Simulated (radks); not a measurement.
Q: Ar IV, configuration [Ne] 3s1.5 3p3.5 (fractional occupations, a model configuration). All-electron calculation, scalar-relativistic Kohn-Sham, SCAN, spin-polarised, spherical densities, finite nucleus; open shells are filled with parallel spins first; meta-GGA in the generalised Kohn-Sham scheme; Fermi nuclear charge, rms radius 3.4274 fm. Program: a radial shooting solver on a logarithmic mesh with Libxc functionals. Some entries of the table are withheld. Estimate them.

orbital,occ.,eigenvalue (eV),<r^2> (bohr^2),r(max) (bohr)
1s up,1,-3186.557,0.009897,0.05608
1s down,1,-3185.453,0.009893,0.05608
2s up,1,(1),0.2013,(2)
2s down,1,(3),0.2009,(4)
2p up,3,-282.5716,(5),0.2804
2p down,3,-281.3686,(6),0.2811
3s up,1,-69.3572,1.887,1.130
3s down,0.5,-62.7130,1.968,1.134
3p up,3,-52.7148,2.204,1.194
3p down,0.5,-46.6288,2.351,1.210

A: 
(1) 2s up eigenvalue (eV): -351.4748
(2) 2s up r(max) (bohr): 0.3375
(3) 2s down eigenvalue (eV): -350.8208
(4) 2s down r(max) (bohr): 0.3380
(5) 2p up <r^2> (bohr^2): 0.1746
(6) 2p down <r^2> (bohr^2): 0.1743
